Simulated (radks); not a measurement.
Re V, configuration [Xe] 4f14 5d3 (the NIST ground configuration). Method: Dirac Kohn-Sham, exchange-only PBE, spin-unpolarised, spherical densities, finite nucleus; open shells fill j = l - 1/2 first; Fermi nuclear charge, rms radius 5.3698 fm; computed with a radial shooting solver on a logarithmic mesh with Libxc functionals.

Unscreened Slater integrals over Kohn-Sham orbitals (cm^-1). Large and small components are both included. Empty in this configuration: 5d5/2.

integral,value
"F0(5d3/2,5d3/2)",124160
"F2(5d3/2,5d3/2)",65378
"F0(5d3/2,4f7/2)",158650
"F2(5d3/2,4f7/2)",38957
"G3(5d3/2,4f7/2)",13163
"G5(5d3/2,4f7/2)",10325
"F0(5d3/2,5p3/2)",139110
"F2(5d3/2,5p3/2)",70420
"G1(5d3/2,5p3/2)",86178
"G3(5d3/2,5p3/2)",53432
"F0(5d3/2,4f5/2)",158900
"F2(5d3/2,4f5/2)",38416
"G1(5d3/2,4f5/2)",14308
"G3(5d3/2,4f5/2)",12799
"F0(5d3/2,5d5/2)",122600
"F2(5d3/2,5d5/2)",64547
"G2(5d3/2,5d5/2)",64485
"G4(5d3/2,5d5/2)",42925
"F0(4f7/2,4f7/2)",346420
"F2(4f7/2,4f7/2)",168450
"F4(4f7/2,4f7/2)",106480
"F6(4f7/2,4f7/2)",76830
"F0(4f7/2,5p3/2)",199180
"F2(4f7/2,5p3/2)",62626
"G2(4f7/2,5p3/2)",26170
"G4(4f7/2,5p3/2)",21481
"F0(4f7/2,4f5/2)",348920
"F2(4f7/2,4f5/2)",169670
"F4(4f7/2,4f5/2)",107260
"G2(4f7/2,4f5/2)",168980
"G4(4f7/2,4f5/2)",106840
"G6(4f7/2,4f5/2)",77098
"F0(4f7/2,5d5/2)",155100
"F2(4f7/2,5d5/2)",37086
"F4(4f7/2,5d5/2)",17548
"G1(4f7/2,5d5/2)",13667
"G3(4f7/2,5d5/2)",12270
"G5(4f7/2,5d5/2)",9655.8
"F0(5p3/2,5p3/2)",162450
"F2(5p3/2,5p3/2)",87833
"F0(5p3/2,4f5/2)",199640
"F2(5p3/2,4f5/2)",61944
"G2(5p3/2,4f5/2)",25363
"G4(5p3/2,4f5/2)",20920
"F0(5p3/2,5d5/2)",136800
"F2(5p3/2,5d5/2)",68473
"G1(5p3/2,5d5/2)",82593
"G3(5p3/2,5d5/2)",51224
"F0(4f5/2,4f5/2)",351480
"F2(4f5/2,4f5/2)",170960
"F4(4f5/2,4f5/2)",108080
"F0(4f5/2,5d5/2)",155340
"F2(4f5/2,5d5/2)",36565
"F4(4f5/2,5d5/2)",17194
"G1(4f5/2,5d5/2)",13144
"G3(4f5/2,5d5/2)",11899
"G5(4f5/2,5d5/2)",9385.8
"F0(5d5/2,5d5/2)",121120
"F2(5d5/2,5d5/2)",63825
"F4(5d5/2,5d5/2)",42482
